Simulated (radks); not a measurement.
Results of a calculation; reference values are marked as such.
How relativity changes the ionisation of the selenium ion Se2+ ([Ar] 3d10 4s2 4p2) to Se3+ ([Ar] 3d10 4s2 4p1). Spin-unpolarised spherical Kohn-Sham, PBE, point nucleus unless stated (finite: rms radius 4.14 fm), a radial shooting solver on a logarithmic mesh with Libxc functionals. A level marked "c x" has the speed of light scaled by that factor and shares open shells by 2j + 1; other Dirac levels either fill j = l - 1/2 first or share by 2j + 1.

level,E(Se2+) (hartree),E(Se3+) (hartree),IE (eV),HOMO,<r> HOMO (bohr)
non-rel.,-2400.00852,-2398.87546,30.832,4p,1.995
scalar-rel.,-2428.81717,-2427.68277,30.869,4p,1.988
"scalar-rel., finite nucleus",-2428.79953,-2427.66512,30.869,4p,1.988
"Dirac, 2j+1 shares",-2428.96438,-2427.82976,30.875,4p3/2,1.998
"Dirac, low j first",-2428.98957,-2427.84425,31.166,4p1/2,1.970
"Dirac, 2j+1 shares, finite nucleus",-2428.94673,-2427.81210,30.875,4p3/2,1.998
"Dirac, c x 2",-2407.08370,-2405.95027,30.842,4p3/2,1.996
"Dirac, c x 3",-2403.14003,-2402.00681,30.837,4p3/2,1.996
"Dirac, c x 100",-2400.01133,-2398.87827,30.832,4p3/2,1.995

NIST Atomic Spectra Database: 31.70 eV (measured). The relativistic part of the total energy of Se2+ is -28.94 hartree (Dirac, 2j+1 shares, finite nucleus), 1.2 % of the non-relativistic value. Spin polarisation and multiplet splitting of open shells are left out at every level.

Beside tabulated values, note that spin-unpolarised runs miss the spin-polarisation part of the exchange energy of open shells.
